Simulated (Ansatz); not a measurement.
Two isomers of BFH4OSi: A = `B[SiH](O)F`, B = `FBO[SiH3]`.

Gas-phase electronic energies from Ansatz, PBE0-D4/def2-TZVP geometries. CCSD(T)/CBS is the MP2 limit (def2-TZVPP, def2-QZVPP) plus CCSD(T) − MP2 in def2-TZVPP, frozen cores. DFT in def2-TZVPP. B3LYP here is the variant with VWN-RPA as its local correlation; programs differ in this. One conformer a species, not always the lowest.

(1) Which isomer does CCSD(T)/CBS put lower? Give the gap. (Best estimate.)

(2) Give E(B) − E(A) in kcal/mol with PBE0-D4, CCSD/def2-TZVPP, CCSD(T)/def2-TZVPP, B2PLYP, LDA (SPW92), BLYP-D4, B3LYP. (Best estimate.)

(3) Does the order hold for the free energy at 298.15 K (harmonic terms from PBE0-D4)? (An estimate is asked.)

Largest T1 diagnostic: 0.013.

Results:

(1) Computed: B, by 40.7 kcal/mol.

(2) Ansatz gave: PBE0-D4 -41.4, CCSD/def2-TZVPP -41.9, CCSD(T)/def2-TZVPP -42.1, B2PLYP -43.0, LDA (SPW92) -44.8, BLYP-D4 -42.3, B3LYP -43.0. None reverses the order clearly.

(3) The calculation gave: Yes: G(B) − G(A) = -41.0 kcal/mol, for one conformer each.

At CCSD(T), def2-SVP lies −12.6 kcal/mol from the extrapolated value and def2-TZVPP −1.4 kcal/mol. Leaving LDA and LC-ωPBE aside and taking each functional with its dispersion term where it has one, the values, not all of them listed here, spread over 3.6 kcal/mol, from CAM-B3LYP-D4 to revPBE-D4. LDA lies −3.6 kcal/mol from PBE without D4.
